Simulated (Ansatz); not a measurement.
`CBBC` + SiH₄ → `CB[SiH3]` + `BC` at 500 K and 1 bar (formal exchange of groups at a B–B bond).

Gas-phase electronic energies from Ansatz, PBE0-D4/def2-TZVP geometries. CBS: MP2 limit from def2 TZ/QZ plus the TZ coupled-cluster correction, frozen cores. This one scheme is used for every species. Each species was taken in one conformer, which may not be the lowest.

| species | CCSD(T)/CBS energy (Eh) | H − E (kJ/mol) | S (J/(mol·K)) |
| --- | --- | --- | --- |
| `CBBC` | -130.47910 | 298.9 | 391.6 |
| SiH₄ | -291.46306 | 102.4 | 230.9 |
| `CB[SiH3]` | -356.10570 | 230.4 | 372.1 |
| `BC` | -65.83255 | 172.2 | 281.8 |

H − E and S are ideal-gas, rigid-rotor, harmonic terms from PBE0-D4/def2-TZVP, for one conformer and one mirror image of each species. 1 Eh = 2625.50 kJ/mol, R = 8.31446 J/(mol·K).

Task: By hand: ΔE, ΔH, ΔS and ΔG.

Result: ΔE = (-356.10570) + (-65.83255) − (-130.47910) − (-291.46306) = 0.00391 Eh = 10.3 kJ/mol. Δ(H − E) = 230.4 + 172.2 − 298.9 − 102.4 = 1.3, so ΔH = 11.6 kJ/mol. ΔS = 372.1 + 281.8 − 391.6 − 230.9 = 31.4 J/(mol·K). ΔG = 11.6 − 500 × (31.4)/1000 = -4.1 kJ/mol.

Task: By hand: the equilibrium constant, and the temperature at which ΔG would vanish if ΔH and ΔS stayed fixed.

Result: log₁₀ K = −ΔG/(RT ln 10) = 0.4. ΔG = 0 at ΔH/ΔS = 369 K.

TΔS isn't small against ΔH here. The sign of ΔG lies within the doubt. A doubt of 5 kJ/mol in ΔE shifts log₁₀ K by 0.5 here. Other conformers and mirror images would add mixing entropy, several J/(mol·K) or more a flexible species. Modes under 60 cm⁻¹, often nearly free rotors, make the harmonic entropy too high. These are equilibria of isolated gas molecules and say nothing of rates. Largest T1 diagnostic: 0.012 (customary marks: 0.02 for closed shells, 0.045 for open ones).
